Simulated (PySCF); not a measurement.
**How methods differ on the excitation energy of N**

N [He] 2s2 2p3 (4S) → N [He] 2s1 2p4 (4P), as a difference of total energies. Computed with PySCF 2.14 in aug-cc-pVTZ-DK (5s4p3d2f, 46 functions), with the spin-free X2C one-electron Hamiltonian (Gaussian nucleus). Correlated levels: valence: 1s2 frozen. The calculations carry no spin-orbit coupling.

Question: Order these methods by the excitation energy they give, lowest first.
A. M06-2X
B. PBE
C. PBEsol
D. LDA

Answer: B (10.425 eV), C (10.446 eV), D (10.601 eV), A (11.248 eV).

Errors of the correlated levels include the incompleteness of this basis and the frozen core.

For comparison: 10.927 eV (measured; NIST levels, between the centres of gravity of the two terms).
